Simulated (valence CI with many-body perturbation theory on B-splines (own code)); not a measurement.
## From CI to CI+MBPT in Hf58+

Calculated by relativistic CI+MBPT: four valence electrons over a frozen Dirac-Fock core [Ne], a basis of 11 s, 11 p, 9 d, 7 f, 5 g, 2 h, 1 i functions for each j, with the one-electron correlation potential Σ1, the two-electron term Σ2, the three-electron term Σ3, Breit, model QED; selected CI, second order for the rest (own B-spline code, finite nucleus).

The last digits are not significant, and no measured levels were compared; by estimate large intervals hold to a few tenths of a per cent, small ones and those within an open d or f shell to about a per cent.

Each rung adds one term. CI alone is the Dirac-Coulomb CI over the frozen core; QED comes last and gives the full result, which names the levels. Energies are above (3s^2 3p1/2^2) J=0 on the same rung, in eV.

Levels are named by their leading jj configuration (3d3/2^4 stands for four electrons in 3d with j = 3/2), which in mixed levels can hold well under half, so a name can repeat and another be missing. Letters in brackets count levels of one name in rising energy.

| Level | CI alone | Σ1 | Σ2 | Σ3 | Breit | QED | Full |
| --- | --- | --- | --- | --- | --- | --- | --- |
| (3s^2 3p1/2 3p3/2) J=1 | 307.37 | +0.175 | +0.138 | +0.018 | -3.925 | +0.381 | 304.15 |
| (3s^2 3p1/2 3p3/2) J=2 | 316.93 | +0.176 | +0.102 | +0.002 | -4.384 | +0.379 | 313.20 |
| (3s 3p1/2^2 3p3/2) J=2 | 469.80 | -0.094 | +0.080 | +0.068 | -0.777 | -3.652 | 465.42 |
| (3s 3p1/2^2 3p3/2) J=1 | 496.93 | -0.092 | -0.170 | +0.038 | -1.100 | -3.179 | 492.43 |
| (3s^2 3p1/2 3d3/2) J=2 | 522.72 | -0.071 | -0.112 | -0.041 | -5.224 | -0.408 | 516.86 |
| (3s^2 3p1/2 3d3/2) J=1 | 564.73 | -0.075 | -0.760 | -0.148 | -4.086 | -0.980 | 558.68 |
| (3s^2 3p1/2 3d5/2) J=2 | 614.29 | +0.077 | -0.398 | -0.097 | -6.639 | -0.304 | 606.93 |
| (3s^2 3p1/2 3d5/2) J=3 | 615.89 | +0.082 | -0.276 | -0.102 | -7.458 | -0.211 | 607.92 |
| (3s^2 3p3/2^2) J=2 | 630.83 | +0.348 | +0.242 | +0.007 | -7.971 | +0.718 | 624.17 |
| (3s^2 3p3/2^2) J=0 | 650.16 | +0.349 | +0.184 | -0.023 | -7.479 | +0.715 | 643.91 |
| (3s 3p1/2^2 3d3/2) J=1 | 688.29 | -0.343 | -0.232 | -0.021 | -1.074 | -4.502 | 682.11 |
| (3s 3p1/2^2 3d3/2) J=2 | 695.71 | -0.341 | -0.275 | -0.041 | -1.414 | -4.502 | 689.14 |
| (3s 3p1/2 3p3/2^2) J=2 [a] | 769.19 | +0.076 | +0.265 | +0.069 | -4.466 | -3.233 | 761.90 |
| (3s 3p1/2^2 3d5/2) J=3 | 776.00 | -0.192 | -0.424 | -0.062 | -3.606 | -4.311 | 767.41 |
| (3s 3p1/2 3p3/2^2) J=3 | 787.70 | +0.082 | +0.179 | +0.060 | -5.394 | -3.166 | 779.46 |
| (3s 3p1/2^2 3d5/2) J=2 | 789.28 | -0.195 | -0.469 | -0.109 | -3.280 | -4.345 | 780.88 |
| (3s 3p1/2 3p3/2^2) J=0 | 797.85 | +0.080 | +0.220 | +0.051 | -4.435 | -2.934 | 790.83 |
| (3s 3p1/2 3p3/2^2) J=1 [a] | 812.72 | +0.082 | -0.025 | +0.037 | -5.011 | -2.851 | 804.95 |
| (3s 3p1/2 3p3/2^2) J=2 [b] | 813.40 | +0.085 | -0.065 | +0.041 | -5.802 | -2.477 | 805.18 |
| (3s 3p1/2 3p3/2^2) J=1 [b] | 823.97 | +0.080 | -0.353 | +0.016 | -4.381 | -3.319 | 816.01 |
| (3s^2 3p3/2 3d3/2) J=3 | 866.73 | +0.104 | -0.335 | -0.114 | -9.225 | -0.147 | 857.01 |
| (3s^2 3p3/2 3d3/2) J=2 | 870.01 | +0.096 | -0.645 | -0.101 | -7.785 | -1.010 | 860.57 |
| (3s^2 3p3/2 3d3/2) J=1 | 870.45 | +0.100 | -0.512 | -0.100 | -8.058 | -0.586 | 861.29 |
| (3s^2 3p3/2 3d3/2) J=0 | 871.15 | +0.101 | -0.449 | -0.108 | -7.757 | -0.483 | 862.45 |
| (3s^2 3p3/2 3d5/2) J=4 | 915.89 | +0.256 | +0.052 | -0.047 | -11.210 | +0.154 | 905.09 |
| (3s^2 3p3/2 3d5/2) J=2 | 924.80 | +0.252 | -0.137 | -0.061 | -10.699 | +0.052 | 914.21 |
| (3s^2 3p3/2 3d5/2) J=3 | 948.24 | +0.246 | -0.488 | -0.163 | -10.864 | +0.055 | 937.03 |
| (3s^2 3p3/2 3d5/2) J=1 | 957.09 | +0.251 | -0.335 | -0.204 | -10.191 | +0.056 | 946.67 |
| (3s 3p1/2 3p3/2 3d3/2) J=2 [a] | 966.97 | -0.175 | +0.039 | +0.079 | -3.798 | -5.099 | 958.01 |
| (3s 3p1/2 3p3/2 3d3/2) J=0 [a] | 973.96 | -0.171 | +0.170 | +0.032 | -4.309 | -4.313 | 965.37 |
| (3s 3p1/2 3p3/2 3d3/2) J=1 [a] | 977.23 | -0.170 | +0.109 | +0.014 | -4.995 | -4.121 | 968.07 |

The middle columns are the shifts that each term adds.

(1) How does the ionisation energy move along the ladder, and which term matters most?

Answers

(1) CI alone 6158.8, + Σ1 6159.9, + Σ2 6160.0, + Σ3 6159.8, + Breit 6150.7, + QED 6150.6 eV. The largest step is Breit, -9.1 eV. NIST lists 6149 ± 6 eV (theoretical).
